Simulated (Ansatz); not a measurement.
```yaml
crystal:
  periodic: [false, false, false]
  atoms:
    - {symbol: Br, position_ang: [-2.315354, 0.394830, 0.844811]}
    - {symbol: C, position_ang: [-0.771507, 0.311419, -0.295129]}
    - {symbol: Xx, position_ang: [0.572356, 0.734697, 0.302952]}
    - {symbol: Si, position_ang: [0.472798, -1.052770, -0.179541]}
    - {symbol: H, position_ang: [-1.013157, 0.741072, -1.260268]}
    - {symbol: H, position_ang: [1.140957, 1.461103, -0.269186]}
    - {symbol: H, position_ang: [0.565423, 0.948776, 1.367187]}
    - {symbol: H, position_ang: [1.121658, -1.530312, -1.418441]}
    - {symbol: H, position_ang: [0.315325, -2.055115, 0.890514]}
basis:
  gaussian: {orbitals: aug-cc-pVTZ}
hamiltonian: {xc: {name: HF}}
correlation: {method: rpa}
```

```sh
$ ansatz run in.yaml --threads 4 --pin off --events-out ev --progress --plain --max-ram 10444MiB
```

Output, abridged:

```
Error: YAML parse error: error: line 6 column 16: `Xx` is not an element symbol (H … Og, case-exact)
 --> <input>:6:16
4 |     - {symbol: Br, position_ang: [-2.315354, 0.394830, 0.844811]}
5 |     - {symbol: C, position_ang: [-0.771507, 0.311419, -0.295129]}
6 |     - {symbol: Xx, position_ang: [0.572356, 0.734697, 0.302952]}
7 |     - {symbol: Si, position_ang: [0.472798, -1.052770, -0.179541]}
8 |     - {symbol: H, position_ang: [-1.013157, 0.741072, -1.260268]}
```

In this input an element symbol is wrong. The input was rejected before any iteration.
